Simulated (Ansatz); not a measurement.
Breaking the Cd1–H2 bond in CdH2O (SMILES [OH][CdH]) (multiplicity 1 held, fragments rigid). Energies count from the point at 1.644 Å.
Geometry at that point (charge 0, multiplicity 1):
```xyz
4

Cd    -0.26733    -0.09914    -0.03051
H     -1.78779    -0.69898    -0.20662
O      1.61161     0.50063     0.17708
H      1.72664     1.45255     0.25463
```

Signs of static correlation in def2-TZVPP, with CASSCF(2,2), from Ansatz (an electronic-structure program) runs.

```tsv
R (Å)	T1 of restricted CCSD	⟨S²⟩ of UHF	largest double amplitude of restricted CCSD	weight of the CASSCF reference in MRCISD	CASSCF natural occupations
1.315	0.016	0.000	0.026	0.899	1.98 0.02
1.480	0.016	0.000	0.028	0.900	1.98 0.02
1.644	0.017	0.000	0.036	0.900	1.97 0.03
1.808	0.018	0.000	0.043	0.901	1.96 0.04
1.973	0.019	0.000	0.046	0.901	1.95 0.05
2.219	0.022	0.000	0.099	0.902	1.92 0.08
2.466	0.025	0.371	…	0.902	1.87 0.13
2.877	0.034	0.764	0.267	0.903	1.75 0.25
3.288	0.047	0.914	0.406	0.903	1.57 0.43
3.781	…	0.979	0.585	0.903	1.36 0.64
4.439	0.078	1.002	0.776	0.903	1.17 0.83
5.261	0.083	1.007	0.900	0.903	1.06 0.94
```

Question: Complete the blanks.

Answer: 
- 2.466, largest double amplitude of restricted CCSD: 0.154
- 3.781, T1 of restricted CCSD: 0.063

Doubts at one or more of the structures used: a restricted determinant that unrestricted orbitals would lower (R-CCSD(T)/def2-TZVPP); other coupled-cluster roots lie near (R-CCSD(T)/def2-TZVPP); T1 above 0.05 (R-CCSD(T)/def2-TZVPP); a spin-contaminated determinant (U-CCSD(T)/def2-TZVPP).
